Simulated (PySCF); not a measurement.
HO3S, SMILES O=[S](=O)O, multiplicity 2. The structure is a stationary point at B3LYP-D3(BJ)/def2-SVP. The isomer is the one that the SMILES or the coordinates give; other isomers of the formula were not compared. Other conformers were not sampled.

Computed equilibrium geometry at B3LYP-D3(BJ)/def2-SVP (PySCF confirms it by a frequency run) as bond lengths and angles (one conformer of several):
Atoms: O1 S2 O3 O4 H5. Bond lengths (Å): O1–S2 1.479, S2–O3 1.470, S2–O4 1.662, O4–H5 0.975. Angles (°): O1–S2–O3 122.8, O1–S2–O4 107.3, O3–S2–O4 105.2, S2–O4–H5 107.3.
Charge 0, spin multiplicity 2.
